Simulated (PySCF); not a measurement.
# Single point on RbCa⁻

State: ¹Σ⁺ (singlet), closed shell.

An equivalent input (the run itself took its basis sets from the Basis Set Exchange, started from a PBE0 density and held the occupation σ 9α 9β, πx 3α 3β, πy 3α 3β):

```python
from pyscf import gto, dft
mol = gto.M(atom='Rb 0 0 0; Ca 0 0 4.75', basis={'Rb': 'def2-SVPD', 'Ca': 'def2-SVPD'}, ecp={'Rb': 'def2-SVPD'},
            charge=-1, spin=0, verbose=4, symmetry='C2v')
mf = dft.UKS(mol, xc='PBE')
mf.grids.atom_grid = (80, 434)
mf.grids.prune = dft.gen_grid.treutler_prune
mf.irrep_nelec = {'A1': (9, 9), 'B1': (3, 3), 'B2': (3, 3)}
mf.conv_tol = 1e-9
mf.max_cycle = 60
mf.diis_space = 10
mf.kernel()
```

The log (some set-up lines and the per-cycle HOMO/LUMO lines removed):

```
******** <class 'pyscf.dft.uks_symm.SymAdaptedUKS'> ********
method = SymAdaptedUKS
damping factor = 0
level_shift factor = 0
DIIS = <class 'pyscf.scf.diis.CDIIS'>
diis_start_cycle = 1
diis_space = 10
diis_damp = 0
SCF conv_tol = 1e-09
SCF conv_tol_grad = None
SCF max_cycles = 60
number electrons alpha = 15  beta = 15
Set gradient conv threshold to 3.16228e-05
init E= -701.357986495452
cycle= 1 E= -701.35825276152  delta_E= -0.000266  |g|= 0.00832  |ddm|= 0.196
cycle= 2 E= -701.357048017353  delta_E= 0.0012  |g|= 0.0232  |ddm|= 0.178
cycle= 3 E= -701.358405455745  delta_E= -0.00136  |g|= 0.00443  |ddm|= 0.124
cycle= 4 E= -701.358446356788  delta_E= -4.09e-05  |g|= 0.0017  |ddm|= 0.0318
cycle= 5 E= -701.358456977191  delta_E= -1.06e-05  |g|= 4.22e-05  |ddm|= 0.0118
cycle= 6 E= -701.358456986015  delta_E= -8.82e-09  |g|= 2.55e-05  |ddm|= 0.00129
cycle= 7 E= -701.35845698832  delta_E= -2.31e-09  |g|= 4.2e-06  |ddm|= 0.000341
cycle= 8 E= -701.358456988354  delta_E= -3.37e-11  |g|= 1.63e-06  |ddm|= 7.21e-05
Extra cycle  E= -701.358456988291  delta_E= 6.32e-11  |g|= 4.85e-06  |ddm|= 3.38e-05
converged SCF energy = -701.358456988291  <S^2> = 1.7763568e-15  2S+1 = 1
```

Repeating this along the bond gives Re = 4.681 Å and ωe = 51.5 cm⁻¹.

A point of this curve took 0.52 CPU seconds beside 0.2 for the integrals, on Oxide Virtual Turin-like (shared host).

Closed-shell solutions of metal pairs were not tested for spin polarisation, which can lower them a little. The highest Kohn–Sham level is positive in this anion. Much of that is self-interaction error, but it also means that the finite basis helps to hold the extra electron.
